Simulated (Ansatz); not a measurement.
Relaxation of a periodic cell of 17 atoms, CuSi$_{16}$ (host Si, host structure diamond, interstitial Cu), cell charge +1, to a largest force component of 0.03 eV/Å in at most 60 steps.

The calculation used DFT PBE, scalar-relativistic, plane waves, PAW in Ansatz. Settings: PAW set soft_1, cutoff 420 eV, k mesh 2x2x2, gaussian smearing 0.02 eV, no spin polarisation.

```xyz
17
Lattice="0.0000 5.4300 5.4300 5.4300 0.0000 5.4300 5.4300 5.4300 0.0000" Properties=species:S:1:pos:R:3
Si 0.000 0.000 0.000
Si 1.357 1.357 1.357
Si 2.715 2.715 0.000
Si 4.072 4.072 1.357
Si 2.715 0.000 2.715
Si 4.072 1.357 4.072
Si 5.430 2.715 2.715
Si 6.787 4.072 4.072
Si 0.000 2.715 2.715
Si 1.357 4.072 4.072
Si 2.715 5.430 2.715
Si 4.072 6.787 4.072
Si 2.715 2.715 5.430
Si 4.072 4.072 6.787
Si 5.430 5.430 5.430
Si 6.787 6.787 6.787
Cu 8.209 8.202 8.143
```

Where does it end, and by what steps?

The run converged. Limits of this set-up: coarse k mesh, a small cell, in which the defect meets its images, charged cell in a uniform background, uncorrected. After 9 steps the energy has fallen by 0.156 eV; Si14 moved furthest, 0.24 Å.

| step | energy less start (eV) | largest force component (eV/Å) | accepted |
| --- | --- | --- | --- |
| 0 | 0.0000 | 0.750 | yes |
| 1 | -0.1069 | 0.244 | yes |
| 2 | -0.1224 | 0.116 | yes |
| 3 | -0.1304 | 0.152 | yes |
| 4 | -0.1377 | 0.148 | yes |
| 5 | -0.1444 | 0.158 | yes |
| 6 | -0.1504 | 0.078 | yes |
| 7 | -0.1545 | 0.045 | yes |
| 8 | -0.1553 | 0.049 | yes |
| 9 | -0.1556 | 0.013 | yes |

```xyz
17
Lattice="0.0000 5.4300 5.4300 5.4300 0.0000 5.4300 5.4300 5.4300 0.0000" Properties=species:S:1:pos:R:3
Si -0.052 -0.052 0.052
Si 1.299 1.298 1.390
Si 2.670 2.670 0.066
Si 4.026 4.026 1.404
Si 2.758 -0.002 2.674
Si 4.041 1.300 4.132
Si 5.366 2.672 2.763
Si 6.786 4.017 4.076
Si -0.001 2.758 2.674
Si 1.300 4.041 4.132
Si 2.672 5.365 2.763
Si 4.018 6.786 4.076
Si 2.759 2.759 5.435
Si 4.214 4.213 6.649
Si 5.560 5.560 5.308
Si 6.790 6.789 6.849
Cu 8.303 8.302 7.999
```

Time of the run: 66 s on 1 thread of Arm Neoverse V1, on a shared host, peak memory 0.56 GiB.
